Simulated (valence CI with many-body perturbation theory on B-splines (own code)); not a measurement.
Results of a calculation; reference values are marked as such.
Hyperfine factors and g values of Ce52+

Method: configuration interaction combined with many-body perturbation theory (CI+MBPT): four valence electrons over a frozen Dirac-Fock core [He], a basis of 11 s, 11 p, 10 d, 8 f, 5 g, 2 h functions for each j, with the one-electron correlation potential Σ1, the two-electron term Σ2, the three-electron term Σ3, Breit, model QED; selected CI, second order for the rest, scaled by the run's own slope (own B-spline code, finite nucleus).

The last digits are not significant, and no measured levels were compared; by estimate large intervals hold to a few tenths of a per cent, small ones and those within an open d or f shell to about a per cent. Among the levels kept, up to 880 cm⁻¹ of a level comes from second order outside the variational space, and about a tenth of that is noise between levels of different J, which matters for small intervals.

A/g_I is the dipole constant over the nuclear g factor μ/I (μ in nuclear magnetons, uniformly magnetised nucleus), B/Q the quadrupole constant per barn. Both hold the static response of the core; the bare values leave it out. Large factors of s and p1/2 electrons are usually good to 5 to 10 %; those of open d and f shells near neutrality can be off by tens of per cent, and small factors of p3/2, d and f electrons come from cancelling terms and can be off by a factor of two or in sign, in half-filled shells by more. B is blank for J = 1/2, where it vanishes, and for nearly pure S terms. Energies count from the lowest level. Levels with J = 0 are left out.

Levels are named by their leading jj configuration (3d3/2^4 stands for four electrons in 3d with j = 3/2), which in mixed levels can hold well under half, so a name can repeat and another be missing. Letters in brackets count levels of one name in rising energy.

| Level | E (eV) | g | A/g_I (MHz) | A/g_I bare | B/Q (MHz/b) | B/Q bare |
| --- | --- | --- | --- | --- | --- | --- |
| (2s^2 2p1/2 2p3/2) J=1 | 461.1 | 1.481 | -188000 | -172000 | 368000 | 369000 |
| (2s^2 2p1/2 2p3/2) J=2 | 477.6 | 1.159 | 949000 | 953000 | 658000 | 659000 |
| (2s 2p1/2^2 2p3/2) J=2 | 667.8 | 1.548 | 2310000 | 2300000 | 668000 | 669000 |
| (2s 2p1/2^2 2p3/2) J=1 | 733.6 | 1.094 | -1550000 | -1510000 | 458000 | 459000 |
| (2s^2 2p3/2^2) J=2 | 953.0 | 1.297 | 390000 | 399000 | 76300 | 76500 |
| (2s 2p1/2 2p3/2^2) J=2 [a] | 1109.8 | 1.548 | 1690000 | 1690000 | 218000 | 218000 |
| (2s 2p1/2 2p3/2^2) J=3 | 1147.2 | 1.310 | 2070000 | 2060000 | -1400 | -1430 |
| (2s 2p1/2 2p3/2^2) J=1 [a] | 1205.3 | 1.297 | -1380000 | -1340000 | -356000 | -356000 |
| (2s 2p1/2 2p3/2^2) J=2 [b] | 1215.5 | 1.065 | -76400 | -55300 | -149000 | -149000 |
| (2s 2p1/2 2p3/2^2) J=1 [b] | 1218.8 | 1.335 | 4620000 | 4570000 | 179000 | 180000 |
| (2p1/2^2 2p3/2^2) J=2 | 1436.3 | 1.327 | 356000 | 375000 | 70300 | 70400 |
| (2s 2p3/2^3) J=2 | 1649.0 | 1.418 | 2370000 | 2350000 | -744000 | -745000 |
| (2s 2p3/2^3) J=1 | 1711.7 | 1.189 | -1600000 | -1550000 | -279000 | -280000 |
| (2p1/2 2p3/2^3) J=1 | 1907.9 | 1.481 | -216000 | -187000 | -364000 | -365000 |
| (2p1/2 2p3/2^3) J=2 | 1925.0 | 1.129 | 947000 | 954000 | -802000 | -803000 |
| (2s^2 2p1/2 3s) J=1 | 5929.7 | 1.318 | 2540000 | 2520000 | -12300 | -12300 |
| (2s^2 2p1/2 3p1/2) J=1 | 5989.0 | 0.649 | 1750000 | 1740000 | -2960 | -2960 |
| (2s 2p1/2^2 3s) J=1 | 6107.0 | 1.952 | 4290000 | 4240000 | 29500 | 29600 |
| (2s^2 2p1/2 3p3/2) J=2 | 6142.8 | 1.156 | 756000 | 755000 | 204000 | 204000 |
| (2s^2 2p1/2 3p3/2) J=1 | 6148.8 | 1.607 | 436000 | 433000 | 76700 | 76800 |
| (2s 2p1/2^2 3p1/2) J=1 | 6178.8 | 1.360 | 4140000 | 4090000 | -1990 | -1980 |
| (2s^2 2p1/2 3d3/2) J=2 | 6192.6 | 0.751 | 725000 | 721000 | 46600 | 47000 |
| (2s^2 2p1/2 3d3/2) J=1 | 6216.0 | 0.868 | -274000 | -274000 | 11800 | 12000 |
| (2s^2 2p1/2 3d5/2) J=2 | 6242.1 | 1.282 | -391000 | -389000 | 38100 | 38500 |
| (2s^2 2p1/2 3d5/2) J=3 | 6245.4 | 1.102 | 469000 | 467000 | 31500 | 32000 |
| (2s 2p1/2^2 3p3/2) J=2 | 6330.1 | 1.527 | 2090000 | 2070000 | 200000 | 200000 |
| (2s 2p1/2^2 3p3/2) J=1 | 6334.7 | 1.114 | -1890000 | -1860000 | 106000 | 107000 |
| (2s 2p1/2^2 3d3/2) J=1 | 6379.3 | 0.447 | -1960000 | -1940000 | 16400 | 16500 |
| (2s 2p1/2^2 3d3/2) J=2 | 6384.2 | 1.149 | 1970000 | 1940000 | 34000 | 34400 |
| (2s^2 2p3/2 3s) J=2 | 6416.0 | 1.481 | 891000 | 892000 | 745000 | 746000 |
| (2s^2 2p3/2 3s) J=1 | 6422.5 | 1.138 | -107000 | -89400 | 384000 | 385000 |
